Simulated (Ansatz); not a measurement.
C2H7B2Cl can be A, `BCB(C)Cl`, or B, `BBCCCl`.

Gas-phase electronic energies from Ansatz, PBE0-D4/def2-TZVP geometries. CCSD(T)/CBS adds triple-zeta CCSD(T) − MP2 to the extrapolated MP2 energy (def2 sets, frozen cores). Functionals use def2-TZVPP. B3LYP here is the variant with VWN-RPA as its local correlation; programs differ in this. Each species was taken in one conformer, which may not be the lowest.

**Question.** Which is lower in electronic energy at CCSD(T)/CBS, and by how much? (Estimate.)

**Answer.** Ansatz gave: A, by 57.9 kcal/mol.

**Question.** Give E(B) − E(A) in kcal/mol with r2SCAN-D4, CCSD(T)/def2-TZVPP, CCSD/def2-TZVPP, ωB97M-V, B3LYP, B3LYP-D4, PBE-D4. (Estimate.)

**Answer.** Computed: r2SCAN-D4 58.4, CCSD(T)/def2-TZVPP 58.5, CCSD/def2-TZVPP 57.9, ωB97M-V 58.6, B3LYP 55.8, B3LYP-D4 56.6, PBE-D4 56.3. None reverses the order clearly.

Largest T1 diagnostic: 0.011.

From PBE to PBE0 (25 % exact exchange), in def2-TZVPP and without D4, E(B) − E(A) moves by +1.2 kcal/mol. In def2-TZVPP, CCSD(T) changes the Hartree–Fock value by +2.7 kcal/mol (the triples alone add +0.5 kcal/mol) and MP2 by +5.5 kcal/mol.
